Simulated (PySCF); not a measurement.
## Spinor energies of Gd(29+) (gadolinium, charge +29)

Start: [Ar] 3d10 4s2 4p5; 4p1/2 filled at m_j = +1/2; 4p3/2 filled at m_j = -3/2, -1/2, +1/2, +3/2. Calculated with PySCF 2.14 in an uncontracted even-tempered set (17 s from 2.6 bohr⁻², ratio 2.8; 14 p from 3.4 bohr⁻², ratio 2.8; 8 d from 6 bohr⁻², ratio 2.8; 4 f from 18 bohr⁻², ratio 3): generalised Hartree-Fock with the X2C-1e Hamiltonian and a Gaussian nucleus; one run each with spin-orbit coupling (SO) screened by Boettger's factors, then bare. This is a chosen level, not necessarily the ground level.

```csv
spinor shell,electrons,"ε, screened SO (eV)","ε, bare SO (eV)",weight of nominal j (bare SO),"rms radius, bare SO (bohr)"
1s1/2,2,-51529.9,-51526.3,1.000,0.0249
2s1/2,2,-9491.8,-9489.3,1.000,0.101
2p1/2,2,-9050.0,-9067.1,1.000,0.0862
2p3/2,4,-8349.8,-8340.3,1.000,0.0928
3s1/2,2,-2919.1,-2917.2,1.000,0.257
3p1/2,2,-2727.1,-2731.0,1.000,0.248
3p3/2,4,-2578.0,-2573.8,1.000,0.262
3d3/2,4,-2254.9,-2257.2,1.000,0.233
3d5/2,6,-2222.8,-2218.2,1.000,0.237
4s1/2,2,-1266.9,-1266.0,1.000,0.547
4p3/2,4,-1140.9,-1151.9,0.750,0.569
4p1/2,1,-1188.2,-1185.1,0.999,0.551
```

| quantity | screened SO | bare SO |
| --- | --- | --- |
| E (hartree) | -10843.48466 | -10845.63724 |
| M_J | 1/2 | 1/2 |
| ⟨J²⟩ | 0.752 | 3.761 |
| ⟨L²⟩ | 2.039 | 2.047 |
| ⟨S²⟩ | 0.785 | 0.793 |

The determinant has a definite M_J but mixes levels of different J.

Each row is a mean over spinors that exchange with the open shell spreads, by up to 47.011 eV (4p3/2).

Rows whose weight is well below 1 are mixtures of j = l ± 1/2: exchange outweighs spin-orbit coupling there, and the label is only the starting occupation.

Breit and QED terms are absent; they matter most for the inner s and p1/2 levels.

Densities and radii are taken from the X2C orbitals without a picture-change correction, which distorts them close to the nucleus.
